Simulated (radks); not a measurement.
Values are calculated unless marked as measured or tabulated.
Radial electron density D(r) = 4 pi r^2 rho(r) of an atom or ion with 8 electrons. Code: a radial shooting solver on a logarithmic mesh with Libxc functionals. Model: non-relativistic Kohn-Sham, exchange-only r2SCAN, spin-polarised, spherical densities, point nucleus; meta-GGA in the generalised Kohn-Sham scheme.

r (bohr),D(r) (e/bohr),spin D(r)
0.01024,0.3888,0.340
0.01292,0.5861,0.513
0.01642,0.8830,0.773
0.02088,1.305,1.14
0.02633,1.861,1.63
0.03347,2.605,2.28
0.04255,3.509,3.08
0.05366,4.468,3.93
0.06822,5.399,4.77
0.08603,6.033,5.35
0.1094,6.190,5.52
0.139,5.758,5.15
0.1753,4.997,4.38
0.2229,4.428,3.53
0.2834,4.739,3.03
0.3574,6.012,3.00
0.4543,7.595,3.12
0.5729,8.152,2.92
0.7283,6.973,2.19
0.9259,4.533,1.24
1.168,2.273,0.585
1.484,0.9773,0.397
1.872,0.6184,0.484
2.38,0.5164,0.499
3.025,0.3226,0.321
3.815,0.1221,0.122
4.85,0.02303,0.0230
6.166,0.001946,0.00195

What is the nuclear charge?

Answer. Z = 10. The innermost maximum, from 1s, lies near 1/Z = 0.1 bohr (found: 0.103), and its height grows with Z. The density is that of the neon ion Ne2+ in 1s1 2s2 2p4 3s1; the configuration itself is not fixed sharply by these data. D(r) has 2 maxima, at r = 0.103, 0.555 bohr, and minima at 0.236 bohr, inside which lie 1.08 electrons.
